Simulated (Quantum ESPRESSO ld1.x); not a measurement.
Q: These are the eigenvalues of the occupied orbitals of an atom or ion with whole-number occupations (eV). Method: Dirac Kohn-Sham, relativistic LDA (MacDonald-Vosko exchange, VWN5 correlation), spin-unpolarised, spherical densities, point nucleus; computed with ld1.x of Quantum ESPRESSO 7.5.

orbital  eigenvalue
1s1/2      -13399.7
2s1/2      -1877.46
2p1/2      -1709.06
2p3/2      -1661.85
3s1/2      -381.315
3p1/2      -322.156
3p3/2      -315.063
3d3/2      -211.512
3d5/2      -210.323

Which element is it, and in what charge state? The configuration may be excited. Open shells, if any, are shared by 2j + 1.

A: Z = 35, bromine, charge +8: Br8+ in [Ar] 3d9. The list shows which subshells hold electrons but not how many an open one holds; the 1s level, -492.43 hartree, gives Z - s = 31.4 by -(Z - s)^2/2, which with screening and relativity narrows Z to a few neighbours, and the depths of the outer levels then fix element, charge and occupations together.
